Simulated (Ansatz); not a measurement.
A nudged elastic band was laid between two geometries of Cl3H3OSn (8 atoms, charge 0, multiplicity 1).

Method: Ansatz, RKS PBE/def2-SVP.

```
movable images  : 5
climbing image  : yes
spring          : 5.0 eV/Å²
optimiser       : quadratic models (default)
start path      : straight line
force threshold : 0.05 eV/Å
iteration limit : 60
end points      : relaxed
```

First end point:

```xyz
8
Properties=species:S:1:pos:R:3
Sn 0.085 0.013 0.057
Cl -0.078 0.302 2.444
Cl 2.203 0.393 -0.919
H -0.872 1.346 -0.491
Cl -1.191 -1.839 -0.808
O 1.220 -1.971 0.975
H 0.573 -2.647 0.672
H 1.002 -1.819 1.923
```

Last end point:

```xyz
8
Properties=species:S:1:pos:R:3
Sn 0.108 -0.663 -0.416
Cl 0.813 0.850 2.654
Cl 2.332 -0.297 -1.088
H -0.872 0.727 -0.268
Cl -0.785 -2.192 -1.976
O 0.125 -1.692 1.331
H 0.642 -2.520 1.258
H 0.579 -0.437 2.357
```

**Question.** Which bonds break or form, and what moves?

**Answer.** Bonds broken: Sn1–Cl2, O6–H8. Bonds formed: Cl2–H8. Cl3H3OSn becomes Cl2H2OSn + ClH.

**Question.** Give the energies along the band, and the barrier.

**Answer.** The forces met the threshold. The highest image is number 4 of 0 to 6, 0.72 eV above the first end and 0.04 eV above the last; the last end lies 0.68 eV above the first. The order of the point at the top wasn't checked. The orbitals stay closed-shell, which can raise the energy where a bond breaks towards radicals; this wasn't checked here.

```tsv
image	path coordinate (Å)	energy (eV)	Sn1–Cl2 (Å)	O6–H8 (Å)	Cl2–H8 (Å)
0	0.00	0.00	2.41	0.98	2.44
1	0.79	0.10	2.44	0.99	2.35
2	1.59	0.28	2.47	0.99	2.31
3	2.38	0.30	2.52	1.01	2.08
4	3.17	0.72	2.95	1.37	1.45
5	3.53	0.69	3.25	1.60	1.36
6	3.89	0.68	3.49	1.68	1.34
```

**Question.** What is the geometry of the highest image?

**Answer.** 
```xyz
8
Properties=species:S:1:pos:R:3:forces:R:3
Sn 0.122 -0.440 -0.248 0.00 0.00 0.00
Cl 0.931 0.600 2.395 0.00 0.00 0.00
Cl 2.319 -0.039 -0.981 0.00 0.00 0.00
H -1.016 0.831 -0.167 0.00 0.00 0.00
Cl -0.675 -1.994 -1.858 0.00 0.00 0.00
O 0.094 -1.763 1.360 0.00 0.00 0.00
H 0.544 -2.613 1.174 0.00 0.00 0.00
H 0.623 -0.804 2.177 0.00 0.00 0.00
```

Time of the run: 100 s on 4 threads of Arm Neoverse V2, with other jobs on the host, peak memory 0.17 GiB.
